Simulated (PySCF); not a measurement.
WOF2, SMILES [O]=[W]([F])[F] (connectivity only; charge and spin as stated), neutral, multiplicity 3.

Coordinates come from a PBE0-D3(BJ)/def2-TZVP optimisation. The spin state was assumed, not searched. The def2 effective core potentials stand for the cores of W; spin–orbit coupling is left out.

Level of theory: PySCF with PBE0-D3(BJ)/def2-TZVP.

Frequencies are harmonic and unscaled.

| mode | ν (cm⁻¹) | IR (km/mol) | moving atoms (share of kinetic energy) |
|---|---|---|---|
| 1 | 143 | 14.3 | F 43 %, O 35 %, W 22 % |
| 2 | 165 | 5.5 | F 89 %, W 9 % |
| 3 | 188 | 15.3 | O 67 %, F 25 %, W 9 % |
| 4 | 657 | 174.8 | F 86 %, W 14 % |
| 5 | 677 | 79.0 | F 94 % |
| 6 | 1065 | 133.9 | O 92 % |
